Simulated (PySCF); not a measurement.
**How methods differ on the ionisation energy of Rh⁴¹⁺**

Rh⁴¹⁺ [He] 2s2 (1S) → Rh⁴²⁺ [He] 2s1 (2S), as a difference of total energies. All numbers are calculated (PySCF 2.14, the spin-free X2C one-electron Hamiltonian (Gaussian nucleus), in an even-tempered Gaussian basis (19 s from 18 bohr⁻², ratio 2.2; 8 p from 28 bohr⁻², ratio 2.4; 5 d from 83 bohr⁻², ratio 2.4; 5 f from 120 bohr⁻², ratio 2.4; 4 g from 190 bohr⁻², ratio 2.4)). Correlated levels: nothing frozen; virtual orbitals above 40 to 60 times the deepest correlated orbital energy dropped. The calculations carry no spin-orbit coupling.

```csv
method,ionisation energy (eV)
UHF,6441.8
LDA,6438.3
PBE,6446.9
PBE0,6445.9
r2SCAN,6440.5
BLYP,6446.1
BHandHLYP,6444.6
MP2 (all electrons),6447.6
SCS-MP2 (all electrons),6448.7
```

**Question.** How much does correlation contribute at MP2 (all electrons)?

**Answer.** 6447.6 − (6441.8) = 5.8 eV, measured against UHF.

For this ion Breit and QED terms and the two-electron picture change, all absent here, outweigh the differences among the correlated methods.

For comparison: 6444 ± 6 eV (semi-empirical (NIST evaluation); NIST Atomic Spectra Database, ionization energies).
